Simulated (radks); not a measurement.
The numbers below are computed, except where a source is named.
Coulomb parameter of the 4d shell of the technetium ion Tc2+ in the model configuration [Kr] 4d4 5p1, as a second difference U = [E(n + 1) + E(n - 1) - 2 E(n)] / (1)^2 with all orbitals relaxed. "Bare": the charge of the atom changes with n. "Screened": the 5p shell takes up the change at fixed total charge, which measures U(4d,4d) + U(5p,5p) - 2 U(4d,5p). Level of theory: Dirac Kohn-Sham, BLYP, spin-unpolarised, spherical densities, point nucleus; open shells are shared between the two j in proportion to 2j + 1 (a radial shooting solver on a logarithmic mesh with Libxc functionals).

start: configuration [Kr] 4d4 5p1; E - E(n) (eV) 0.000
bare +1: configuration [Kr] 4d5 5p1; E - E(n) (eV) -20.704
bare -1: configuration [Kr] 4d3 5p1; E - E(n) (eV) 32.939
screened +1: configuration [Kr] 4d5; E - E(n) (eV) -10.322
screened -1: configuration [Kr] 4d3 5p2; E - E(n) (eV) 12.954

U(bare) = 12.235 eV, U(screened by 5p) = 2.632 eV.
